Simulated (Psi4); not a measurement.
A dimer, C2H4 ··· CS2 (SMILES C=C and S=C=S); the first 6 atoms form monomer A.

```
9

C      0.6517     0.0827     0.0837
C     -0.6518    -0.0827    -0.0838
H      1.3335     0.1246    -0.7571
H      1.0914     0.1831     1.0687
H     -1.3334    -0.1246     0.7572
H     -1.0915    -0.1831    -1.0687
S      0.9267    -3.4045     1.2111
C      0.6138    -3.3338    -0.3082
S      0.3009    -3.2634    -1.8274
```

### Question
What interaction energy does SAPT0/jun-cc-pVDZ, frozen core (Psi4) give, and which attractive term is the largest?

### Answer
Total -0.28 kcal/mol: electrostatics -2.55, exchange 5.49, induction -0.32, dispersion -2.90. The most attractive term is dispersion.
